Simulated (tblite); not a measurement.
A geometry optimisation, step by step.

Compound: C4H12AlN.
Atom-mapped SMILES: `[CH3:1][N:2]([CH3:3])[Al:4]([CH3:5])[CH3:6]` (hydrogens: H7, H8, H9 on C1; H10, H11, H12 on C3; H13, H14, H15 on C5; H16, H17, H18 on C6)

Computed with GFN2-xTB (tblite), gas phase: L-BFGS steps from a force-field or distance-geometry start until the largest atomic force falls under 0.01 eV/Å. 10 of its 117 geometries are shown.

Step 0: E = -506.8392 eV, largest atomic force 1.575 eV/Å
```
atom  x, y, z in Å  |  force x, y, z in eV/Å
C1      1.628   -1.298   -0.027   -0.782  -1.051  -0.874
N2      1.096   -0.007   -0.417   -1.430   0.491   0.405
C3      1.728    1.100    0.259    0.026   1.039  -0.566
Al4    -0.797    0.067   -0.465    0.822   0.056   0.592
C5     -1.676    1.849   -0.305    0.283  -0.102  -0.308
C6     -1.756   -1.636    0.018    0.942   0.141   0.048
H7      2.468   -1.263    0.664   -0.119   0.109  -0.044
H8      0.778   -1.884    0.400    0.939  -0.041   0.033
H9      1.921   -1.817   -0.971    0.193   0.049   0.638
H10     2.781    1.129   -0.037    0.225   0.107   0.143
H11     1.269    2.065   -0.099    0.285  -0.838   0.425
H12     1.661    1.058    1.356    0.046   0.043  -0.140
H13    -1.626    2.161    0.760   -0.387  -0.097  -0.666
H14    -2.723    1.690   -0.655    0.574   0.596   0.403
H15    -1.157    2.636   -0.897   -0.605  -0.291   0.253
H16    -2.837   -1.575   -0.160    0.336  -0.431   0.182
H17    -1.514   -1.806    1.103   -0.585   0.003  -0.814
H18    -1.252   -2.462   -0.538   -0.763   0.216   0.291
```

Step 13: E = -507.4005 eV, largest atomic force 0.301 eV/Å
```
atom  x, y, z in Å  |  force x, y, z in eV/Å
C1      1.661   -1.318   -0.005    0.030  -0.108   0.006
N2      0.944   -0.046   -0.084    0.181  -0.051   0.216
C3      1.780    1.089    0.273    0.058   0.161  -0.052
Al4    -0.852    0.083   -0.289    0.078  -0.016   0.099
C5     -1.723    1.892   -0.362    0.048  -0.022   0.036
C6     -1.773   -1.672   -0.014    0.008   0.054   0.009
H7      2.524   -1.236    0.661   -0.077   0.002  -0.005
H8      1.024   -2.119    0.370   -0.164   0.079   0.116
H9      2.011   -1.662   -0.983    0.172   0.197  -0.127
H10     2.773    1.063   -0.183    0.025  -0.224  -0.146
H11     1.303    1.995   -0.084   -0.214   0.211   0.023
H12     1.927    1.192    1.359   -0.032  -0.142  -0.058
H13    -1.713    2.266    0.669   -0.105  -0.032   0.065
H14    -2.771    1.866   -0.678    0.024  -0.093   0.051
H15    -1.244    2.685   -0.942    0.132  -0.116  -0.155
H16    -2.846   -1.603   -0.211   -0.014  -0.074   0.055
H17    -1.645   -1.929    1.045   -0.151   0.041   0.018
H18    -1.389   -2.541   -0.556    0.001   0.132  -0.150
```

Step 26: E = -507.5499 eV, largest atomic force 0.182 eV/Å
```
atom  x, y, z in Å  |  force x, y, z in eV/Å
C1      1.693   -1.283    0.051    0.030   0.030   0.034
N2      0.927   -0.052    0.128   -0.143   0.025  -0.109
C3      1.801    1.101    0.246   -0.017  -0.011  -0.042
Al4    -0.868    0.060   -0.068    0.085   0.069  -0.018
C5     -1.701    1.842   -0.314   -0.010   0.077  -0.028
C6     -1.871   -1.642    0.007    0.044  -0.096  -0.001
H7      2.498   -1.273    0.792    0.005  -0.104   0.072
H8      1.052   -2.143    0.236   -0.062   0.021   0.007
H9      2.144   -1.400   -0.942    0.114  -0.034  -0.007
H10     2.654    1.000   -0.432    0.022   0.104  -0.081
H11     1.250    2.008   -0.015    0.037  -0.056   0.117
H12     2.194    1.197    1.266    0.016   0.046  -0.019
H13    -1.770    2.384    0.633   -0.050   0.040   0.014
H14    -2.719    1.741   -0.703    0.002   0.022   0.050
H15    -1.158    2.493   -1.003    0.014   0.025  -0.034
H16    -2.929   -1.595   -0.254    0.003   0.061   0.014
H17    -1.801   -2.055    1.016   -0.064  -0.112   0.074
H18    -1.404   -2.375   -0.655   -0.025  -0.107  -0.044
```

Step 39: E = -507.6078 eV, largest atomic force 0.168 eV/Å
```
atom  x, y, z in Å  |  force x, y, z in eV/Å
C1      1.702   -1.275    0.082    0.019  -0.022  -0.033
N2      0.950   -0.035    0.097    0.055  -0.005   0.010
C3      1.815    1.123    0.201    0.021   0.017  -0.008
Al4    -0.851    0.049    0.005   -0.077  -0.120  -0.088
C5     -1.691    1.834   -0.288   -0.006   0.004   0.004
C6     -1.868   -1.679    0.035    0.014   0.042   0.016
H7      2.392   -1.339    0.933   -0.083  -0.016   0.013
H8      0.999   -2.108    0.122    0.046  -0.014   0.040
H9      2.299   -1.373   -0.836    0.000   0.045   0.032
H10     2.577    1.130   -0.587    0.006  -0.033  -0.051
H11     1.213    2.025    0.102   -0.028   0.033   0.055
H12     2.337    1.149    1.167    0.006  -0.001  -0.001
H13    -1.788    2.459    0.604    0.022  -0.036   0.027
H14    -2.700    1.710   -0.692   -0.062  -0.014   0.013
H15    -1.135    2.427   -1.020    0.035   0.020  -0.019
H16    -2.912   -1.505   -0.253    0.037  -0.009   0.026
H17    -1.889   -2.193    1.003    0.033   0.073  -0.089
H18    -1.457   -2.393   -0.689   -0.037   0.036   0.054
```

Step 52: E = -507.6261 eV, largest atomic force 0.058 eV/Å
```
atom  x, y, z in Å  |  force x, y, z in eV/Å
C1      1.710   -1.273    0.114   -0.021   0.017   0.000
N2      0.954   -0.036    0.093   -0.028   0.018  -0.047
C3      1.817    1.125    0.181    0.004   0.013  -0.007
Al4    -0.845    0.032   -0.071    0.010   0.023   0.050
C5     -1.696    1.819   -0.306   -0.001   0.000  -0.021
C6     -1.874   -1.673    0.009   -0.009   0.011  -0.016
H7      2.307   -1.359    1.030    0.016  -0.007   0.000
H8      1.016   -2.112    0.069   -0.003  -0.013   0.007
H9      2.392   -1.336   -0.744    0.032  -0.007   0.011
H10     2.513    1.178   -0.666    0.005  -0.026  -0.032
H11     1.208    2.028    0.184   -0.024  -0.014   0.002
H12     2.417    1.104    1.099    0.004   0.002   0.049
H13    -1.741    2.395    0.624    0.017   0.000   0.003
H14    -2.726    1.727   -0.662   -0.007  -0.017   0.008
H15    -1.163    2.441   -1.032    0.002   0.021   0.001
H16    -2.926   -1.486   -0.225   -0.019  -0.005  -0.009
H17    -1.852   -2.144    0.996    0.027  -0.005   0.002
H18    -1.519   -2.424   -0.703   -0.007  -0.012   0.000
```

Step 64: E = -507.6277 eV, largest atomic force 0.031 eV/Å
```
atom  x, y, z in Å  |  force x, y, z in eV/Å
C1      1.710   -1.276    0.113    0.005   0.000  -0.002
N2      0.953   -0.040    0.072    0.027   0.008   0.012
C3      1.815    1.121    0.178    0.005   0.002   0.004
Al4    -0.845    0.036   -0.081   -0.011   0.014   0.000
C5     -1.692    1.827   -0.306   -0.009   0.009   0.007
C6     -1.874   -1.669    0.003    0.001  -0.004   0.005
H7      2.301   -1.349    1.036   -0.009  -0.017  -0.010
H8      1.017   -2.117    0.072    0.016  -0.003   0.004
H9      2.403   -1.349   -0.736   -0.003   0.001   0.017
H10     2.524    1.173   -0.659   -0.005  -0.009   0.006
H11     1.199    2.020    0.171   -0.003   0.014  -0.011
H12     2.396    1.102    1.109   -0.017  -0.006  -0.018
H13    -1.729    2.394    0.629    0.010  -0.005  -0.016
H14    -2.727    1.724   -0.647   -0.006   0.000   0.005
H15    -1.177    2.462   -1.034    0.000  -0.009   0.008
H16    -2.932   -1.495   -0.216   -0.001   0.002   0.008
H17    -1.828   -2.134    0.993    0.000  -0.001  -0.019
H18    -1.523   -2.424   -0.708    0.001   0.004  -0.002
```

Step 77: E = -507.6291 eV, largest atomic force 0.022 eV/Å
```
atom  x, y, z in Å  |  force x, y, z in eV/Å
C1      1.718   -1.281    0.128   -0.011  -0.004   0.001
N2      0.953   -0.050    0.070   -0.007   0.008  -0.009
C3      1.807    1.118    0.165    0.008   0.000   0.002
Al4    -0.846    0.040   -0.081    0.001   0.002   0.003
C5     -1.694    1.832   -0.297   -0.003   0.000  -0.008
C6     -1.874   -1.664   -0.005    0.004  -0.002  -0.009
H7      2.276   -1.360    1.069    0.007   0.005   0.011
H8      1.037   -2.129    0.056   -0.020   0.001   0.008
H9      2.440   -1.344   -0.696    0.000   0.019  -0.008
H10     2.524    1.156   -0.666    0.003   0.004   0.018
H11     1.189    2.016    0.136    0.002  -0.020  -0.008
H12     2.376    1.115    1.103    0.016   0.012  -0.007
H13    -1.705    2.412    0.631    0.012  -0.003  -0.004
H14    -2.738    1.727   -0.610   -0.007  -0.006   0.008
H15    -1.199    2.456   -1.048    0.007   0.000   0.004
H16    -2.938   -1.489   -0.192   -0.002  -0.003   0.011
H17    -1.799   -2.153    0.971   -0.006  -0.006  -0.010
H18    -1.538   -2.397   -0.744   -0.004  -0.008  -0.002
```

Step 90: E = -507.6307 eV, largest atomic force 0.027 eV/Å
```
atom  x, y, z in Å  |  force x, y, z in eV/Å
C1      1.709   -1.277    0.151    0.008   0.003   0.001
N2      0.953   -0.043    0.072    0.007  -0.013  -0.003
C3      1.810    1.124    0.152   -0.014  -0.008   0.006
Al4    -0.846    0.035   -0.087    0.002   0.006  -0.007
C5     -1.690    1.829   -0.288   -0.006  -0.001   0.003
C6     -1.871   -1.673   -0.025    0.001   0.010  -0.006
H7      2.248   -1.361    1.104   -0.001   0.017  -0.012
H8      1.022   -2.120    0.065    0.000  -0.003   0.006
H9      2.448   -1.341   -0.659   -0.004  -0.012   0.008
H10     2.556    1.129   -0.653   -0.004  -0.007  -0.005
H11     1.194    2.018    0.064    0.001   0.026   0.006
H12     2.347    1.161    1.108    0.012  -0.007   0.004
H13    -1.636    2.419    0.633    0.001   0.007  -0.003
H14    -2.751    1.734   -0.537   -0.007  -0.001   0.006
H15    -1.232    2.439   -1.073    0.006  -0.004  -0.002
H16    -2.942   -1.486   -0.151    0.005  -0.007   0.008
H17    -1.749   -2.201    0.925   -0.006  -0.004  -0.010
H18    -1.579   -2.378   -0.810    0.000  -0.003  -0.001
```

Step 103: E = -507.6318 eV, largest atomic force 0.028 eV/Å
```
atom  x, y, z in Å  |  force x, y, z in eV/Å
C1      1.706   -1.272    0.168   -0.005  -0.020   0.006
N2      0.951   -0.038    0.073   -0.025  -0.004  -0.005
C3      1.814    1.123    0.145    0.000   0.012   0.000
Al4    -0.848    0.034   -0.085   -0.019   0.005  -0.002
C5     -1.695    1.829   -0.280    0.005   0.004  -0.006
C6     -1.872   -1.678   -0.043    0.010  -0.006  -0.005
H7      2.247   -1.333    1.121    0.021  -0.015   0.011
H8      1.020   -2.116    0.101   -0.002   0.000   0.005
H9      2.443   -1.352   -0.642   -0.006   0.003   0.000
H10     2.556    1.118   -0.663   -0.005   0.015  -0.010
H11     1.206    2.024    0.061   -0.005   0.007  -0.013
H12     2.358    1.158    1.097    0.011  -0.009   0.017
H13    -1.603    2.441    0.623    0.002  -0.010  -0.011
H14    -2.764    1.742   -0.493    0.014  -0.006   0.008
H15    -1.254    2.414   -1.094   -0.008  -0.001   0.007
H16    -2.947   -1.491   -0.134    0.007   0.006   0.009
H17    -1.724   -2.236    0.887   -0.004   0.010  -0.003
H18    -1.603   -2.361   -0.855    0.010   0.009  -0.006
```

Step 116: E = -507.6329 eV, largest atomic force 0.010 eV/Å
```
atom  x, y, z in Å  |  force x, y, z in eV/Å
C1      1.702   -1.274    0.201    0.000   0.007  -0.003
N2      0.949   -0.040    0.090    0.001   0.003   0.002
C3      1.812    1.123    0.137   -0.006  -0.002   0.000
Al4    -0.849    0.037   -0.082    0.001  -0.003   0.001
C5     -1.694    1.832   -0.277    0.000  -0.001   0.005
C6     -1.865   -1.678   -0.068   -0.003   0.001  -0.001
H7      2.257   -1.319    1.147   -0.003  -0.005  -0.001
H8      1.011   -2.116    0.159    0.003  -0.003   0.004
H9      2.426   -1.373   -0.618    0.002  -0.004  -0.001
H10     2.541    1.113   -0.684    0.005  -0.005   0.005
H11     1.203    2.022    0.051   -0.008   0.006   0.001
H12     2.370    1.166    1.082    0.006   0.002  -0.006
H13    -1.549    2.463    0.606   -0.001   0.004   0.003
H14    -2.774    1.741   -0.425    0.000   0.001  -0.001
H15    -1.302    2.397   -1.127   -0.001   0.000  -0.003
H16    -2.943   -1.492   -0.110    0.000   0.001  -0.003
H17    -1.681   -2.277    0.829    0.003   0.004   0.002
H18    -1.622   -2.317   -0.922    0.000  -0.006  -0.003
```

Task: Summarise the path.

Result: The energy falls by 0.7937 eV from step 0 to step 116; nine tenths of that is first reached at step 27. It falls at every step. The largest force goes from 1.575 to 0.010 eV/Å. Among the bonds N2–Al4 changes most, from 1.895 to 1.807 Å; the atoms move by 0.448 Å rms after alignment.

What follows is the cost of the whole relaxation. Hardware: one thread of an Arm Neoverse N1, shared host with 64 logical CPUs at a one-minute load of 60. Cost: 1.3 s wall.
